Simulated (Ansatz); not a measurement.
Z-matrix (Å, degrees):
```
Hf
Cl 1 2.339
Cl 1 2.339 2 108.7
O 1 1.885 2 110.9 3 -122.2
Se 1 2.575 2 109.7 3 120.0
H 4 0.953 1 166.9 2 60.2
H 5 1.471 1 88.5 2 120.2
```

The species carries charge 0 and has multiplicity 1. Hf takes the def2 core potential.

Q: List the ωB97M-V/def2-TZVPP orbital energies in eV (the Gaussian-basis code of Ansatz). (An estimate is asked.)

A: Computed: Occupied: -12368.00, -2771.86, -2771.86, -1588.30, -1423.06, -1423.02, -1423.01, -527.07, -262.27, -262.27, -217.75, -199.69, -199.69, -199.65, -199.65, -199.65, -199.65, -160.70, -160.54, -160.49, -72.39, -60.60, -60.54, -60.50, -60.38, -60.38, -40.97, -40.60, -40.52, -30.76, -25.34, -25.15, -22.03, -17.81, -13.74, -13.59, -13.25, -12.85, -12.70, -12.36, -11.99, -11.95, -11.58, -10.63, -9.50. Lowest empty: 0.43, 0.68, 0.81, 1.03, 1.38, 1.69, 2.46, 2.92.
